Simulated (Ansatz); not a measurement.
Reactions of `O[SiH2]C#[C][GeH3]`.

Computed with Ansatz on PBE0-D4/def2-TZVP structures; ΔE is electronic, products minus reactants. CBS: MP2 limit from def2 TZ/QZ plus the TZ coupled-cluster correction, frozen cores. DFT in def2-TZVPP. B3LYP here is the variant with VWN-RPA as its local correlation; programs differ in this. For Ge outer-core shells are correlated without core-valence functions, which leaves a few kJ/mol of doubt a bond. Scalar relativity is left out up to krypton. Each species was taken in one conformer, which may not be the lowest.

| reaction | B3LYP-D4 (kJ/mol) | PBE-D4 (kJ/mol) | ωB97M-V (kJ/mol) | HF/CBS(def2) (kJ/mol) | CCSD(T)/CBS(def2) (kJ/mol) |
| --- | --- | --- | --- | --- | --- |
| `O[SiH2]C#[C][GeH3]` + `N=C1O[SiH2]1` → `[GeH3]/[N]=C1\O[SiH2]1` + `C#C[SiH2]O` | 3 | 9 | 6 | 7 | 6 |
| `O[SiH2]C#[C][GeH3]` + `CCN[SiH2]Cl` → `CC[N]([GeH3])[SiH2]Cl` + `C#C[SiH2]O` | 10 | 14 | 10 | 22 | 8 |
| `O[SiH2]C#[C][GeH3]` + `OC#C[SiH3]` → `[SiH3]C#C[O][GeH3]` + `C#C[SiH2]O` | -30 | -21 | -25 | -35 | -23 |
| `O[SiH2]C#[C][GeH3]` + `C[SiH](O)F` → `C[SiH](F)O[SiH2]O` + `C#[C][GeH3]` | -91 | -76 | -91 | -104 | -90 |
| `O[SiH2]C#[C][GeH3]` + `C[SiH](O)O` → `C[SiH](O)O[SiH2]O` + `C#[C][GeH3]` | -90 | -76 | -91 | -100 | -89 |
| `O[SiH2]C#[C][GeH3]` + `N[Si](O)(F)F` → `O[SiH2]N[Si](O)(F)F` + `C#[C][GeH3]` | -34 | -27 | -36 | -32 | -33 |
| `O[SiH2]C#[C][GeH3]` + `B1O[SiH2]1` → `[GeH3][B]1O[SiH2]1` + `C#C[SiH2]O` | 12 | 5 | 14 | 28 | 12 |
| `O[SiH2]C#[C][GeH3]` + `CO[SiH](O)O` → `CO[SiH](O)O[SiH2]O` + `C#[C][GeH3]` | -92 | -77 | -93 | -101 | -91 |
| `O[SiH2]C#[C][GeH3]` + `OC(F)F` → `O[SiH2]C(O)(F)F` + `C#[C][GeH3]` | 68 | 66 | 65 | 82 | 70 |
| `O[SiH2]C#[C][GeH3]` + `[SiH3]S` → `[SiH3][S][GeH3]` + `C#C[SiH2]O` | -35 | -36 | -34 | -29 | -33 |

Largest T1 diagnostic: 0.017, for `N=C1O[SiH2]1`.
